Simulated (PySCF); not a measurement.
CH4Ge, neutral, multiplicity 1. Atoms are numbered in the order given.

```xyz
6

Ge     0.0523    -0.4492     0.0000
H     -1.5349    -0.5914     0.0000
C     -0.0023     1.5351     0.0000
H      0.9911     1.9846     0.0000
H     -0.5575     1.8854     0.8771
H     -0.5575     1.8854    -0.8771
```
Charge 0, spin multiplicity 1.

Coordinates come from a ωB97X-D3(BJ)/def2-TZVP optimisation.

Calculation: HF/def2-TZVPD (PySCF).

Gas-phase values at a fixed geometry.

Computed frontier levels, gap, dipole moment and polarisability:
```
Quantity                                                                                                        Value
---------------------------------------------------------------------------------------------  ----------------------
highest occupied level                                                                                       -8.65 eV
lowest empty level                                                                                            0.57 eV
orbital gap                                                                                                   9.22 eV
dipole moment                                                                                                  0.87 D
quadrupole, principal values (traceless, Buckingham form, about the centre of nuclear charge)  -4.20, -1.37, 5.57 D·Å
mean static polarisability                                                                       49.4 bohr³ (7.32 Å³)
polarisability, principal values                                                               42.5, 49.0, 56.8 bohr³
```
